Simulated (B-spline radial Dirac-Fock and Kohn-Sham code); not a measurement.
# What relativity does to the binding energies of Au³⁺

System: the Au³⁺ ion in the configuration [Xe] 4f14 5d8.

Both columns are ΔSCF binding energies of the configuration average from an atomic code on a B-spline grid: non-relativistic Hartree-Fock with a point nucleus, and Dirac-Fock with a finite nucleus and the Coulomb interaction alone, averaged over the two j levels with weights 2j+1.

| shell | Hartree-Fock (eV) | Dirac-Fock (eV) | shift (eV) | shift (%) |
| --- | --- | --- | --- | --- |
| 1s | 73613.0 | 81201.7 | +7588.73 | +10.31 |
| 2s | 12427.7 | 14463.8 | +2036.06 | +16.38 |
| 2p | 11926.6 | 12612.2 | +685.58 | +5.75 |
| 3s | 2982.4 | 3491.9 | +509.51 | +17.08 |
| 3p | 2746.4 | 2939.2 | +192.85 | +7.02 |
| 4s | 688.7 | 817.4 | +128.70 | +18.69 |
| 4p | 585.8 | 631.9 | +46.08 | +7.87 |
| 4f | 144.2 | 129.8 | -14.47 | -10.03 |
| 5s | 137.1 | 161.0 | +23.88 | +17.42 |
| 5p | 102.1 | 108.9 | +6.74 | +6.60 |
| 5d | 47.55 | 46.10 | -1.45 | -3.05 |

Relativity binds 1s, 2s, 2p, 3s, 3p, 4s, 4p, 5s, 5p more strongly, among those listed most of all 4s in relative terms, and 4f, 5d more weakly, because the contracted s and p shells screen the nucleus better.

Values without a named source are computed, but for edge energies of neutral atoms, which are taken from tables.
